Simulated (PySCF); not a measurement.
## Correlation energy of In³⁶⁺ (indium, charge +36)

[Ne] 3s2 3p1, 2P determinant. Calculation: PySCF 2.14, in an even-tempered Gaussian basis (18 s from 5.6 bohr⁻², ratio 2.5; 12 p from 7.3 bohr⁻², ratio 2.5; 5 d from 30 bohr⁻², ratio 2.7; 4 f from 45 bohr⁻², ratio 2.7); scalar relativity by spin-free X2C-1e. Frozen: 1s2; 11 electrons correlated; the 21 highest virtual orbitals of each spin left out.

```tsv
level	correlation energy (mhartree)
CCSD	-500.36
(T)	-1.20
CCSD(T)	-501.56
```

Diagnostics: T1 = 0.00086, D1 = 0.0038, largest double amplitude 0.060.

Spin-orbit coupling, absent here, splits the open shell strongly.

Cost of the coupled-cluster step: roughly 23 core-seconds, for 11 correlated electrons.

Iterations:

```
CC2 = 0
CCSD nocc = (np.int64(6), np.int64(5)), nmo = (85, 85)
frozen orbitals [[0, 86, 87, 88, 89, 90, 91, 92, 93, 94, 95, 96, 97, 98, 99, 100, 101, 102, 103, 104, 105, 106], [0, 86, 87, 88, 89, 90, 91, 92, 93, 94, 95, 96, 97, 98, 99, 100, 101, 102, 103, 104, 105, 106]]
max_cycle = 100
direct = 0
conv_tol = 1e-08
conv_tol_normt = 1e-06
diis_space = 8
diis_start_cycle = 0
Init t2, MP2 energy = -0.474225467960641
Init E_corr(UCCSD) = -0.47422546796365
cycle = 1  E_corr(UCCSD) = -0.493393159511885  dE = -0.0191676915  norm(t1,t2) = 0.017669
cycle = 2  E_corr(UCCSD) = -0.498402139344107  dE = -0.00500897983  norm(t1,t2) = 0.00509957
cycle = 3  E_corr(UCCSD) = -0.500366908053476  dE = -0.00196476871  norm(t1,t2) = 0.00151731
cycle = 4  E_corr(UCCSD) = -0.500356279943483  dE = 1.062811e-05  norm(t1,t2) = 5.08203e-05
cycle = 5  E_corr(UCCSD) = -0.500356483648125  dE = -2.03704642e-07  norm(t1,t2) = 1.98296e-06
cycle = 6  E_corr(UCCSD) = -0.500356413065079  dE = 7.05830463e-08  norm(t1,t2) = 1.68395e-07
cycle = 7  E_corr(UCCSD) = -0.500356419576811  dE = -6.51173193e-09  norm(t1,t2) = 1.55196e-08
UCCSD converged
E(UCCSD) = -4790.834891471371  E_corr = -0.5003564195768105
UCCSD(T) correction = -0.00119537847874305
```

At this charge the one-electron X2C treatment keeps the bare 1/r₁₂, with no two-electron picture change or Breit term. The effect here is smaller than on the frozen 1s shell; and a scalar Hamiltonian misses the large spin-orbit splitting of the p shells, which matters for ns² → np² pairs.
